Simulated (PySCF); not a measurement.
CH3, SMILES [CH3+], charge +1. Coordinates come from a ωB97X-D3(BJ)/def2-TZVPD optimisation.

These are ωB97X-D3(BJ)/def2-TZVPD (PySCF 2.14.0) values and carry that method's errors.

Harmonic wavenumbers (cm⁻¹): 1414, 1414, 1421, 3047, 3240, 3240. Rotational constants (GHz): 279.6, 279.6, 139.8; symmetry number 6.

Q: Work out the zero-point energy and the ideal-gas rigid-rotor harmonic-oscillator thermochemistry at 298.15 K and 1 atm.

A: ZPE = ½ Σ hcν = ½ × 13777 cm⁻¹ = 82.41 kJ/mol. H − E(el) = 92.38 kJ/mol. Entropy in J/(mol K): translation 142.55, rotation 43.89, vibration 0.21, total 186.65. G − E(el) = 36.73 kJ/mol. Cp = 34.51 J/(mol K).
